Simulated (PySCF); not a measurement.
Continuum solvent and chemical shifts

Geometry:
```tsv
atom	x (Å)	y (Å)	z (Å)
C1	2.064	-1.176	0.453
B2	1.395	0.018	-0.329
C3	2.286	1.207	-0.856
C4	-0.151	0.053	-0.550
C5	-0.993	-1.230	-0.379
Si6	-2.767	-0.755	0.065
N7	-2.429	0.736	0.907
Si8	-0.811	1.345	0.697
H9	1.553	-1.354	1.415
H10	3.138	-1.048	0.652
H11	1.931	-2.109	-0.123
H12	2.924	1.610	-0.051
H13	2.992	0.797	-1.602
H14	1.742	2.038	-1.330
H15	-0.380	0.552	-1.511
H16	-0.933	-1.867	-1.276
H17	-0.599	-1.838	0.453
H18	-3.459	-1.757	0.937
H19	-3.634	-0.564	-1.145
H20	-3.124	1.229	1.457
H21	-0.034	1.377	1.981
H22	-0.762	2.733	0.138
```

GIAO PBE0/pcSseg-1 in PySCF 2.14 on one PBE0-D3(BJ)/def2-SVP conformer, non-relativistic, equivalent nuclei averaged. Solvents enter as an IEF-PCM continuum (benzene with ε = 2.3, methanol with ε = 32.6) around the gas-phase geometry. Shifts are referred to TMS, BF3·OEt2 computed in the same medium.

Gas phase, δ in ppm: C4 33.3, C1/C3 13.0, C5 10.0, B2 84.0, Si6 -15.2, Si8 -21.2, H18 4.99, H22 4.96, H19 4.90, H21 4.45, H15 2.18, H17 1.38, H16 1.03, H9/H10/H11/H12/H13/H14 0.85. Dipole moment 0.15 D.

**Question.** How does each δ change in the continuum?

**Answer.** 
| atoms | environment | Δδ, benzene | Δδ, methanol |
| --- | --- | --- | --- |
| C4 | sp3 CH bonded to B and Si | +0.5 | +1.2 |
| C1/C3 | methyl carbon bonded to B | +0.1 | +0.2 |
| C5 | sp3 CH2 bonded to Si | +0.4 | +0.9 |
| B2 | boron bonded to 3 C | +0.3 | +0.5 |
| Si6 | silicon bonded to C, N, 2 H, in a 5-membered ring | 0.0 | -0.1 |
| Si8 | silicon bonded to C, N, 2 H, in a 5-membered ring | 0.0 | 0.0 |
| H18 | hydrogen on a silicon bonded to C, N, in a 5-membered ring | -0.05 | -0.11 |
| H22 | hydrogen on a silicon bonded to C, N, in a 5-membered ring | -0.04 | -0.10 |
| H19 | hydrogen on a silicon bonded to C, N, in a 5-membered ring | -0.06 | -0.14 |
| H21 | hydrogen on a silicon bonded to C, N, in a 5-membered ring | -0.05 | -0.11 |
| H15 | hydrogen on an sp3 CH bonded to B and Si | +0.05 | +0.11 |
| H17 | hydrogen on an sp3 CH2 bonded to Si | +0.04 | +0.09 |
| H16 | hydrogen on an sp3 CH2 bonded to Si | +0.05 | +0.10 |
| H9/H10/H11/H12/H13/H14 | hydrogen on a methyl carbon bonded to B | 0.00 | -0.01 |

Changes are relative to the gas phase. The dipole moment becomes 0.17 D in benzene, 0.23 D in methanol.

**Question.** Which of the listed nuclei move most (in ppm), and what does the model miss? (N and O are left out, as their reference compounds move with the solvent too.)

**Answer.** C4 (sp3 CH bonded to B and Si, +1.2 ppm) in methanol. A continuum only polarises the solute; specific hydrogen bonds, the anisotropy of aromatic solvents and changes of geometry or conformer are outside it.
